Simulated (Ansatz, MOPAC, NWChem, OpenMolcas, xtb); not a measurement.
## How methods differ on CH5BClN (SMILES CNBCl)

The runs start from one conformer, not always the lowest.

CH5BClN, singlet, SMILES `CNBCl`. Each level relaxes the structure for itself.

Quantity: the highest harmonic wavenumber at each level's own minimum, in cm⁻¹. The values are calculated.

| level | kind | program | value (cm⁻¹) |
| --- | --- | --- | --- |
| MNDO | semi-empirical | MOPAC | 3586 |
| PM3 | semi-empirical | MOPAC | 3413 |
| MNDOD | semi-empirical | MOPAC | 3583 |
| GFN2-xTB | semi-empirical | xtb | 3425 |
| HF/3-21G | Hartree–Fock | OpenMolcas | 3750 |
| HF/6-31G* (Cartesian functions) | Hartree–Fock | OpenMolcas | 3832 |
| B3LYP/6-31G* (spherical functions) | global hybrid | NWChem | 3570 |
| B3LYP/def2-SVP | global hybrid | NWChem | 3580 |
| PBE0-D4/def2-TZVP | global hybrid | Ansatz | 3614 |

Harmonic and unscaled. The values span 3413 to 3832 cm⁻¹.
